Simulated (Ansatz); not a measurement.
`[NH2][Zn][CH]1[CH2][SbH]1`. Total charge 0; spin multiplicity 1. Sb takes the def2 core potential.

```json
{"atom": "N1", "x (Å)": "-0.675", "y (Å)": "-2.682", "z (Å)": "-0.375"}
{"atom": "Zn2", "x (Å)": "0.006", "y (Å)": "-1.004", "z (Å)": "-0.466"}
{"atom": "C3", "x (Å)": "0.632", "y (Å)": "0.794", "z (Å)": "-0.524"}
{"atom": "C4", "x (Å)": "-0.107", "y (Å)": "1.981", "z (Å)": "-0.121"}
{"atom": "Sb5", "x (Å)": "0.987", "y (Å)": "1.267", "z (Å)": "1.658"}
{"atom": "H6", "x (Å)": "-0.787", "y (Å)": "-3.218", "z (Å)": "-1.222"}
{"atom": "H7", "x (Å)": "-0.365", "y (Å)": "-3.300", "z (Å)": "0.361"}
{"atom": "H8", "x (Å)": "1.579", "y (Å)": "0.991", "z (Å)": "-1.022"}
{"atom": "H9", "x (Å)": "0.255", "y (Å)": "2.954", "z (Å)": "-0.439"}
{"atom": "H10", "x (Å)": "-1.181", "y (Å)": "1.931", "z (Å)": "0.016"}
{"atom": "H11", "x (Å)": "-0.344", "y (Å)": "0.284", "z (Å)": "2.133"}
```

Problem. List the harmonic frequencies (cm⁻¹, unscaled) at PBE0-D4/def2-TZVP in Ansatz. (An estimate is asked.)

Solution. Ansatz gave: 54, 105, 131, 152, 257, 331, 383, 417, 523, 560, 647, 692, 725, 800, 888, 933, 994, 1165, 1273, 1473, 1561, 1904, 3138, 3149, 3228, 3581, 3675.

Problem. Is this a minimum?

Solution. Yes, all 27 modes are real.

Problem. Give the ideal-gas thermochemistry at 298.15 K and 1 bar (rigid rotor, harmonic oscillator; point group C1, symmetry number 1).

Solution. Zero-point energy 195.8 kJ/mol; H(298) − E = 219.8 kJ/mol; entropy 387.9 J/(mol·K), of which translation 176.7, rotation 122.3, vibration 88.9; G(298) − E = 104.1 kJ/mol. Modes under 100 cm⁻¹ are hindered rotations or soft bends, so the harmonic entropy is rough.

Problem. And at 400, 500, 600, 800 and 1000 K?

Solution. 
| T (K) | H − E (kJ/mol) | S (J/mol/K) | G − E (kJ/mol) |
| --- | --- | --- | --- |
| 400 | 233.5 | 427.2 | 62.6 |
| 500 | 248.7 | 461.2 | 18.1 |
| 600 | 265.4 | 491.5 | -29.5 |
| 800 | 301.7 | 543.7 | -133.2 |
| 1000 | 341.2 | 587.7 | -246.5 |
